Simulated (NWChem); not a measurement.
C$_{2}$H$_{6}$GeO, singlet; SMILES [O]([Ge][CH3])C

```xyz
10

Ge     0.4310    -0.6740    -0.0001
C     -1.5705    -0.8225     0.0000
H     -1.8595    -1.8850    -0.0052
H     -2.0169    -0.3400    -0.8868
H     -2.0138    -0.3503     0.8939
O      0.6249     1.1038     0.0003
C     -0.3028     2.1463    -0.0002
H     -1.3525     1.8030     0.0104
H     -0.1466     2.7898     0.8836
H     -0.1607     2.7776    -0.8950
```
Atoms are numbered in this order, from 1.

Program: NWChem. Medium grid unless said otherwise, to which SCAN and Minnesota functionals are sensitive. Low-valent species are run as closed-shell singlets; no triplet was tried in these runs. Structure relaxed at the PBE0/def2-SVP level. Total energies of different functionals are on different scales.

```json
[
 {"level": "PBE/def2-SVP", "energy (Ha)": "-2231.1567", "highest occupied level (eV)": "-5.32", "orbital gap (eV)": "2.84", "dipole (D)": "1.71"},
 {"level": "B3LYP/def2-SVP", "energy (Ha)": "-2231.7147", "highest occupied level (eV)": "-6.24", "orbital gap (eV)": "4.30", "dipole (D)": "1.64"},
 {"level": "LDA (Slater exchange, VWN5)/def2-SVP", "energy (Ha)": "-2227.2222", "highest occupied level (eV)": "-5.44", "orbital gap (eV)": "2.78", "dipole (D)": "1.83"},
 {"level": "r2SCAN/def2-SVP", "energy (Ha)": "-2231.5659", "highest occupied level (eV)": "-5.60", "orbital gap (eV)": "3.16", "dipole (D)": "1.79"},
 {"level": "BLYP/def2-SVP", "energy (Ha)": "-2231.6594", "highest occupied level (eV)": "-5.17", "orbital gap (eV)": "2.80", "dipole (D)": "1.59"},
 {"level": "PBE0/def2-SVP", "energy (Ha)": "-2231.2221", "highest occupied level (eV)": "(withheld)", "orbital gap (eV)": "(withheld)", "dipole (D)": "1.76"}
]
```

Task: What belongs in the gaps?

Result: 
- PBE0/def2-SVP, highest occupied level (eV): -6.45
- PBE0/def2-SVP, orbital gap (eV): 4.72
